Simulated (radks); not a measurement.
Spherical quantum dot in the effective-mass picture: electrons in a parabolic well V = omega^2 r^2 / 2 with omega = 1.32, all in effective atomic units (hartree* = m*/eps^2 hartree, bohr* = eps/m* bohr), one dielectric constant everywhere. Method: non-relativistic Kohn-Sham, PBE, spin-polarised, spherical densities; computed with a radial shooting solver with Libxc functionals. Levels are named by radial order and angular momentum (1s, 1p, 1d, 2s, ...), and open shells are averaged over m.

N = 5, configuration 1s2 1p(up 3, down 0). This is the lowest configuration that the search found. Occupied and some empty levels:

| level | occupation | eigenvalue (hartree*) | <r> (bohr*) |
|---|---|---|---|
| 1s up | 1 | 4.9660 | 1.144 |
| 1s down | 1 | 5.1225 | 1.121 |
| 1p up | 3 | 5.9494 | 1.452 |
| 1p down | 0 | 6.1422 | 1.455 |
| 1d up | 0 | 7.0304 | 1.693 |
| 2s up | 0 | 7.2041 | 1.549 |
| 1d down | 0 | 7.2162 | 1.710 |
| 2s down | 0 | 7.3060 | 1.564 |
| 1f up | 0 | 8.1717 | 1.903 |
| 1f down | 0 | 8.3347 | 1.924 |

Energy (hartree*): total 20.2160, kinetic 5.5884, external 8.6399, Hartree 8.4565, exchange-correlation -2.4688.
